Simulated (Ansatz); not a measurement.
`[OH][Ge][F]` + NH₃ → `[NH2][Ge][OH]` + H–F at 400 K and 1 bar (ligand exchange at a Ge–F bond).

Computed with Ansatz on PBE0-D4/def2-TZVP structures; ΔE is electronic, products minus reactants. CCSD(T)/CBS is the MP2 limit (def2-TZVPP, def2-QZVPP) plus CCSD(T) − MP2 in def2-TZVPP, frozen cores. This one scheme is used for every species. For Ge outer-core shells are correlated without core-valence functions, which leaves a few kJ/mol of doubt a bond. Scalar relativity is left out up to krypton. One conformer a species, not always the lowest.

```csv
species,CCSD(T)/CBS energy (Eh),H − E (kJ/mol),S (J/(mol·K))
`[OH][Ge][F]`,-2251.74560,59.1,297.8
NH₃,-56.50880,104.2,203.1
`[NH2][Ge][OH]`,-2207.83457,124.4,314.8
H–F,-100.39570,36.5,182.2
```

H − E and S are ideal-gas, rigid-rotor, harmonic terms from PBE0-D4/def2-TZVP, for one conformer and one mirror image of each species. 1 Eh = 2625.50 kJ/mol, R = 8.31446 J/(mol·K).

**Question.** By hand: ΔE, ΔH, ΔS and ΔG.

**Answer.** ΔE = (-2207.83457) + (-100.39570) − (-2251.74560) − (-56.50880) = 0.02413 Eh = 63.4 kJ/mol. Δ(H − E) = 124.4 + 36.5 − 59.1 − 104.2 = -2.4, so ΔH = 61.0 kJ/mol. ΔS = 314.8 + 182.2 − 297.8 − 203.1 = -3.9 J/(mol·K). ΔG = 61.0 − 400 × (-3.9)/1000 = 62.6 kJ/mol.

**Question.** By hand: the equilibrium constant, and the temperature at which ΔG would vanish if ΔH and ΔS stayed fixed.

**Answer.** log₁₀ K = −ΔG/(RT ln 10) = -8.2. ΔH and −TΔS have one sign here, so there is no such temperature.

The number of gas molecules stays the same, so ΔS is small and ΔH decides. A doubt of 5 kJ/mol in ΔE shifts log₁₀ K by 0.7 here. Other conformers and mirror images would add mixing entropy, several J/(mol·K) or more a flexible species. These are equilibria of isolated gas molecules and say nothing of rates. Largest T1 diagnostic: 0.015 (customary marks: 0.02 for closed shells, 0.045 for open ones).

ΔS is within the doubt of such terms, so its sign, and with it that verdict, could turn.
